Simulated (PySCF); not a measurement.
A calculated (LDA, PySCF 2.14, 6-31G*, the non-relativistic Hamiltonian (point nucleus)) atom or ion has these occupied shells.

```csv
shell,electrons,orbital energy (eV),"rms radius, mean of both spins (bohr)"
1s,2,-130.40,0.488
```

(1) Name the element and its charge.

## Answers

(1) Be(2+) (beryllium, charge +2), in 1s2, closed-shell 1S.
